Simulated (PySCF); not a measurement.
C2H11NSi2.
Atom-mapped SMILES: `[CH3:1][NH:2][SiH2:3][SiH2:4][CH3:5]` (hydrogens: H6, H7, H8 on C1; H9 on N2; H10, H11 on Si3; H12, H13 on Si4; H14, H15, H16 on C5)

Cartesian coordinates in Å at the PBE0-D3(BJ)/def2-SVP level; atoms count from 1:
```
atom  x, y, z in Å
C1    -2.7180    0.1049    0.3516
N2    -1.3106    0.4260    0.3015
Si3   -0.3341    0.3122   -1.1345
Si4    1.8889    0.4309   -0.4026
C5     2.2433   -0.9965    0.7771
H6    -2.9210   -0.7749   -0.2797
H7    -3.0287   -0.1606    1.3760
H8    -3.3846    0.9175    0.0005
H9    -1.0342    1.1283    0.9798
H10   -0.6131    1.3424   -2.1987
H11   -0.6268   -1.0177   -1.7617
H12    2.8377    0.4190   -1.5621
H13    2.0774    1.7376    0.3124
H14    3.2320   -0.8941    1.2492
H15    1.4768   -1.0237    1.5666
H16    2.2120   -1.9574    0.2416
```

Computed with PySCF at PBE0/pcSseg-1, non-relativistic, on one gas-phase PBE0-D3(BJ)/def2-SVP geometry that isn't relaxed in the solvent. The solvent is an IEF-PCM continuum (van der Waals radii × 1.2). Only the electrostatic response of the medium enters.

```csv
run,E − E(gas) (kcal/mol),HOMO (eV),HOMO–LUMO gap (eV),dipole (D)
gas,0.00,-6.67,7.01,1.28
P,-1.01,-6.60,7.01,1.43
Q,-1.63,-6.58,7.01,1.51
```

Q: The runs were made in benzene and chloroform. Which run belongs to which solvent?

A: P = benzene, Q = chloroform. The dielectric constants are 2.271 (benzene), 4.711 (chloroform), and the energy falls further as ε rises. In this model the ground state sees the solvent through ε alone.

Q: How constant is the ratio of the lowering to (ε − 1)/(2ε + 1)?

A: 
| solvent | (ε − 1)/(2ε + 1) | E − E(gas) (kcal/mol) | ratio (kcal/mol) | polarisation term (kcal/mol) |
| --- | --- | --- | --- | --- |
| benzene | 0.229 | -1.01 | -4.4 | -1.05 |
| chloroform | 0.356 | -1.63 | -4.6 | -1.73 |

The ratio changes by +3.4 % in size from benzene to chloroform. The polarisation term is half the interaction of the solute with the induced surface charges.
